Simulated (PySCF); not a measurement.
MCu for M along the chalcogens

PBE with triple-zeta basis sets in PySCF, for the lowest determinant that a PBE0 search found; no spin–orbit coupling. De refers to high-spin ground-configuration atoms. A positive dipole means M(−)Cu(+).

| M | basis | state (unpaired electrons) | Re (Å) | ωe (cm⁻¹) | De (eV) | μ (D) |
| --- | --- | --- | --- | --- | --- | --- |
| O | def2-TZVPP | doublet (π ↑) | 1.721 | 657 | 3.28 | 4.18 |
| S | def2-TZVPP | doublet (π ↑) | 2.061 | 416 | 3.07 | 3.68 |
| Se | x2c-TZVPPall | doublet (π ↑) | 2.165 | 312 | 2.92 | 3.05 |

The shortest bond is that of CuO (1.721 Å), the longest that of CuSe (2.165 Å).

The rows differ in basis set, which adds steps of its own.

Relativity is treated differently too: O no relativity; S no relativity; Se spin-free X2C.

Down a group bonds as a rule get longer and wavenumbers fall, partly through the reduced mass; this series shows no clear exception.

Spin–orbit coupling is left out. With d or f electrons several states lie close, and the lowest PBE0 determinant need not be the measured ground state.
